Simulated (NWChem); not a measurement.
# GaH$_{3}$S$_{3}$; SMILES [SH][Ga]([SH])[SH]

```xyz
7

Ga    -0.0023    -0.0074     0.0000
S     -2.1936    -0.1884     0.0000
H     -2.3923     1.1486     0.0000
S      0.9146     1.9987     0.0000
H      2.1858     1.5415     0.0000
S      1.1493    -1.8846     0.0000
H      2.3530    -1.2714     0.0000
```
Atoms are numbered in this order, from 1.

Computed with NWChem. The geometry was optimised at PBE0/def2-SVP. Ions are spin-unrestricted doublets at the neutral geometry; other ion states weren't tried.

Q: What does the run give for B3LYP/def2-SVP? Quantities: −ε(HOMO) (eV).

A: 
```
Quantity       Value
-------------  -----
−ε(HOMO) (eV)   7.16
```
